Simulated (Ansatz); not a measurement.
A made-up structure of BH$_{3}$SO$_{2}$, closed shell:

| atom | x (Å) | y (Å) | z (Å) |
| --- | --- | --- | --- |
| O1 | 0.7062 | 0.5676 | 1.1481 |
| B2 | -0.5509 | 0.3891 | 0.7067 |
| O3 | -0.8681 | -0.0284 | -0.5752 |
| S4 | 0.3581 | -0.2820 | -1.6682 |
| H5 | 1.3567 | 0.3801 | 0.4543 |
| H6 | 0.9274 | 0.7285 | 2.0788 |
| H7 | 0.4790 | -1.6126 | -1.4915 |

It is relaxed with PBE-D4/def2-SVP and then PBE0-D4/def2-TZVP (Ansatz 0.2.0). Atoms count as bonded within 1.22 times the sum of their covalent radii (H–H: 0.88 Å). The end point is not checked to be a true minimum.

**Question.** Does its bonding change? (Judge from chemistry; the calculation decides.)

**Answer.** By the calculation: Yes. Formed: S4–H5; broken: O1–H5, O3–S4.

Where it ends: The first stage lowers the energy by 5.54 eV in 45 steps. It ends as a complex of BHO₂ ([O][B][OH]) + H₂S:
```xyz
7
angstrom
O 0.0335 0.8678 1.3469
B -0.9672 0.0186 1.4376
O -1.8985 -0.7525 1.5433
S 1.8508 0.2580 -1.2374
H 1.9622 -1.0533 -0.9688
H 0.6294 0.7411 0.5799
H 0.7981 0.0627 -2.0485
```

Labels in which every atom is bracketed show which atoms are joined, not bond orders.

For scale, one of the runs: PBE0-D4/def2-TZVP relaxation, 148 basis functions, launched by `ansatz run in.yaml --threads 2 --pin off --events-out ev --progress --plain --max-ram 4352MiB`. The run took about 4.6 min on 2 CPU threads of an Arm Neoverse V1 (shared host).
